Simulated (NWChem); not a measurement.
The numbers come from NWChem runs, not from measurements. System: As (-1), charge -1, spin multiplicity 3. Its SCF solution wasn't tested for a lower state. Level: G0W0@UHF/def2-TZVPD, RI basis def2-tzvpd-rifit.

NWChem printed:

```
             Northwest Computational Chemistry Package (NWChem) 7.3.0
             --------------------------------------------------------

                                NWChem Input Module
                                -------------------

 Scaling coordinates for geometry "geometry" by  1.889725989
 (inverse scale =  0.529177249)

                             Geometry "geometry" -> ""
                             -------------------------

 Output coordinates in angstroms (scale by  1.889725989 to convert to a.u.)

  No.       Tag          Charge          X              Y              Z
 ---- ---------------- ---------- -------------- -------------- --------------
    1 As                  33.0000     0.00000000     0.00000000     0.00000000

 Effective nuclear repulsion energy (a.u.)       0.0000000000

            Nuclear Dipole moment (a.u.)
            ----------------------------
        X                 Y               Z
 ---------------- ---------------- ----------------
     0.0000000000     0.0000000000     0.0000000000

      Symmetry information
      --------------------

 Group name             D2h
 Group number             26
 Group order               8
 No. of unique centers     1

      Symmetry unique atoms

     1


 Summary of "ao basis" -> "" (spherical)
 ------------------------------------------------------------------------------
       Tag                 Description            Shells   Functions and Types
 ---------------- ------------------------------  ------  ---------------------
 *                         def2-tzvpd                 on all atoms

 new library libraries.bse/

 Summary of "ri basis" -> "" (spherical)
 ------------------------------------------------------------------------------
       Tag                 Description            Shells   Functions and Types
 ---------------- ------------------------------  ------  ---------------------
 *                      def2-tzvpd-rifit              on all atoms

  xc_inp: hfexch multiplicative factor not found.

                                 NWChem DFT Module
                                 -----------------

 Summary of "ao basis" -> "ao basis" (spherical)
 ------------------------------------------------------------------------------
       Tag                 Description            Shells   Functions and Types
 ---------------- ------------------------------  ------  ---------------------
 As                        def2-tzvpd               18       54   7s5p5d1f
[...]
 overlap   1.000  1.000  1.000  1.000  1.000  1.000  1.000  1.000  1.000  1.000

   alpha     11     12     13     14     15     16     17     18     19     20
    beta     11     12     13     14     15     17     18     16     19     20
 overlap   1.000  1.000  1.000  1.000  0.995  0.983  0.983  1.000  0.998  0.995

   alpha     21     22     23     24     25     26     27     28     29     30
    beta     21     22     23     24     26     27     31     32     25     29
 overlap   0.995  0.999  0.999  0.996  0.983  0.983  0.994  0.994  1.000  0.998

   alpha     31     32     33     34     35     36     37     38     39     40
    beta     30     28     33     35     34     40     39     36     37     38
 overlap   0.998  0.994  0.998  0.999  0.999  1.000  1.000  1.000  1.000  0.999

   alpha     41     42     43     44     45     46     47     48     49     50
    beta     41     42     43     44     45     46     47     48     49     50
 overlap   1.000  1.000  1.000  1.000  0.999  1.000  1.000  1.000  1.000  1.000

   alpha     51     52     53     54
    beta     51     52     53     54
 overlap   1.000  1.000  1.000  1.000

     --------------------------
     Expectation value of S2:
     --------------------------
      <S2> =      2.0115 (Exact =     2.0000)

 Task  times  cpu:        8.0s     wall:        8.0s

                                NWChem Input Module
                                -------------------

                                 NWChem GW Module
                                 ----------------

                             ***********************
                             ***        GW       ***
                             ***********************

 Summary of "ri basis" -> "ri basis" (spherical)
 ------------------------------------------------------------------------------
       Tag                 Description            Shells   Functions and Types
 ---------------- ------------------------------  ------  ---------------------
 As                     def2-tzvpd-rifit            41      175   11s10p9d6f4g1h

                 Memory Information
                 ------------------
          Available GA per process is          1700.0 MBs
          Available stack per process is        700.0 MBs
          Available heap per process is         199.9 MBs

          Peak memory in Initialization
              Peak GA per process is                  2.9 MBs
              Peak stack per process is               0.0 MBs
              Peak heap per process is                3.2 MBs
              Memory not in MA per process            0.0 MBs

          Peak memory in AFF Calculation
              Peak GA per process is                 16.4 MBs
              Peak stack per process is              12.0 MBs
              Peak heap per process is                0.0 MBs
              Memory not in MA per process           12.0 MBs

          Computing 2-center integrals
          Computing Inverse Cholesky factor
          Computing 3-center integrals
          Computing V_xc ...
          Computing Sigma_x
          Computing RPA polarizability
          Solving quasiparticle equations

                  Alpha Orbitals
          State     Energy (eV)     Error (eV)
          -----------------------------------
@GW        15        -10.727           0.003
@GW        16         -2.127           0.004
@GW        17         -2.127           0.004
@GW        18         -0.945           0.002
@GW        19          7.742           0.002
@GW        20          9.622           0.004

                   Beta Orbitals
          State     Energy (eV)     Error (eV)
          -----------------------------------
@GW        13        -41.939           0.002
@GW        14        -41.872           0.002
@GW        15         -8.417           0.003
@GW        16         -0.293           0.005
@GW        17          7.000           0.002
@GW        18          7.000           0.002

   Applying  -0.0979 eV scissor-shift to rest of particle states

   Applying  -0.3061 eV scissor-shift to rest of hole states

   Applying  -0.2103 eV scissor-shift to rest of particle states

   Applying  -1.0823 eV scissor-shift to rest of hole states

     GW Timing Statistics
   ------------------------
   Init.   :          0.1s
     ERIs  :          0.2s
     Distr.:          0.0s
     Vxc   :          0.8s
   Sigma_x :          0.0s
   RPA     :          0.6s
   Wmn     :          0.0s
   Sigma_c :          0.0s
   GW total:          1.7s

 Task  times  cpu:        1.7s     wall:        1.7s

 Total times  cpu:        9.8s     wall:        9.8s
```

### Question
Write an NWChem input that would produce this output.

### Answer
One answer among several that fit: 
```
start mol
memory heap 200 mb stack 700 mb global 1700 mb
charge -1
geometry units angstroms nocenter noautoz
  As     0.000000     0.000000     0.000000
  symmetry group D2h
end
basis spherical
  * library def2-tzvpd
end
basis "ri basis" bse spherical
  * library def2-tzvpd-rifit
end
dft
  xc hfexch
  odft
  mult 3
  iterations 100
  direct
  tolerances tight
end
task dft energy
gw
  states alpha occ 4 vir 2
  states beta occ 4 vir 2
end
task dft gw
```
